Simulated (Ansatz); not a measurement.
Frontier orbitals of `FC(F)(F)C(F)(F)C(F)(F)C(F)(F)F`.

Total charge 0; spin multiplicity 1. All single points use the PBE0-D4/def2-TZVP geometry. It is one conformer, not always the lowest. Basis def2-TZVPP, Ansatz.

```csv
functional,HOMO (eV),LUMO (eV),gap (eV)
LDA (SPW92),-9.07,-0.94,8.13
PBE,-8.78,-0.50,8.28
revPBE,-8.66,-0.32,8.34
BLYP,-8.80,-0.40,8.40
PBE0,-10.66,0.68,11.34
B3LYP,-10.48,0.36,10.84
r2SCAN0,-10.96,0.87,11.83
LC-ωPBE,-13.45,3.16,16.61
ωB97M-V,-13.05,2.93,15.98
```

A quarter of exact exchange (PBE0) shifts PBE's HOMO by −1.88 eV and its LUMO by +1.18 eV; full exchange at long range (ωB97M-V) shifts them by −4.26 and +3.43 eV. The gap opens from 8.28 to 15.97 eV, since occupied levels lose self-interaction and empty ones feel all the electrons. A positive LUMO is unbound and depends on the basis.

B3LYP here is the variant with VWN-RPA as its local correlation; programs differ in this. LC-ωPBE has ω = 0.4 bohr⁻¹.
